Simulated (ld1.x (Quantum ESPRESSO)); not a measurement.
**Cutoff test, Kr (Z = 36), TM**

| Item | Value |
| --- | --- |
| Element | krypton (Kr) |
| Generator | ld1.x (Quantum ESPRESSO) 7.5 |
| Type | norm-conserving Troullier–Martins (Kleinman–Bylander form) |
| Functional | PBE |
| Relativity | scalar-relativistic |
| Frozen core | [Ar] 3d10 |
| Valence charge | 8 |
| Reference configuration | 4s2 4p6 |
| Partial waves | 4s (bound): rc 1.05 bohr; 4p (bound): rc 1.45 bohr; 4d channel at -0.15 Ry: rc 1.45 bohr |
| Local potential | the d channel |
| Core correction | a·sin(br)/r model core inside 0.85 bohr |

The pseudo-atom Hamiltonian at the reference potential is diagonalised in spherical Bessel functions j_l(qr) that vanish at 20 bohr, with q² up to the cutoff. All-electron valence levels (Ry): 4s -1.6941, 4p -0.6797.

Problem. How do the lowest levels (Ry) of each channel move with the cutoff, and are there ghosts?

Solution.

| cutoff (Ry) | s #1 | p #1 | p #2 | p #3 | d #1 | f #1 | Σ f·Δε (mRy) |
| --- | --- | --- | --- | --- | --- | --- | --- |
| 8 | -1.3342 | -12.7882 | -0.4817 | 0.0393 | 0.0740 | 0.1192 | 1913.5 |
| 15 | -1.5859 | -203.6834 | -0.6337 | 0.0350 | 0.0740 | 0.1192 | 498.1 |
| 21 | -1.6381 | -480.0722 | -0.6657 | 0.0341 | 0.0740 | 0.1192 | 201.7 |
| 35 | -1.6432 | -1196.1879 | -0.6799 | 0.0336 | 0.0740 | 0.1192 | 106.3 |
| 45 | -1.6532 | -1348.0568 | -0.6800 | 0.0336 | 0.0739 | 0.1192 | 85.7 |
| 60 | -1.6769 | -1364.4659 | -0.6802 | 0.0336 | 0.0739 | 0.1192 | 36.7 |
| 90 | -1.6873 | -1416.3906 | -0.6804 | 0.0336 | 0.0738 | 0.1192 | 15.1 |
| 110 | -1.6895 | -1423.2226 | -0.6804 | 0.0336 | 0.0738 | 0.1192 | 10.7 |
| 160 | -1.6932 | -1427.6639 | -0.6804 | 0.0336 | 0.0738 | 0.1192 | 3.3 |
| 200 | -1.6939 | -1428.9084 | -0.6804 | 0.0336 | 0.0738 | 0.1192 | 1.8 |
| 300 | -1.6946 | -1429.9436 | -0.6804 | 0.0336 | 0.0738 | 0.1192 | 0.5 |
| 400 | -1.6948 | -1430.1016 | -0.6804 | 0.0336 | 0.0738 | 0.1192 | 0.0 |

Result: ghost state, extra bound levels that the all-electron valence spectrum of the same l lacks: p at -19457.5 eV (a true bound ghost makes a file unfit for plane-wave use); 10 mRy is reached at 120 Ry and 1 mRy at 230 Ry.
